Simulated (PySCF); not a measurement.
AuCl4, SMILES [Cl][Au-]([Cl])([Cl])[Cl], charge -1, multiplicity 1.

Geometry optimised at PBE-D3(BJ)/def2-SVPD. The multiplicity is an assumed one; other spin states were not compared. The isomer is the one that the SMILES or the coordinates give; other isomers of the formula were not compared. The def2 effective core potentials stand for the cores of Au; spin–orbit coupling is left out.

Level of theory: PBE-D3(BJ)/def2-SVPD in PySCF 2.14.0.

Frequencies are harmonic and unscaled.

Modes within 1.5 cm⁻¹ of each other (mostly degenerate sets) share a row, with their intensities summed.

```
mode  ν (cm⁻¹)  IR (km/mol)  moving atoms (share of kinetic energy)
----  --------  -----------  --------------------------------------
1           73          0.0                                Cl 100 %
2          124          4.5                        Cl 58 %, Au 42 %
3          133          0.0                                Cl 100 %
4–5        138          0.1                        Cl 86 %, Au 14 %
6          280          0.0                                Cl 100 %
7          300          0.0                                Cl 100 %
8–9        318        124.4                        Cl 73 %, Au 27 %
```
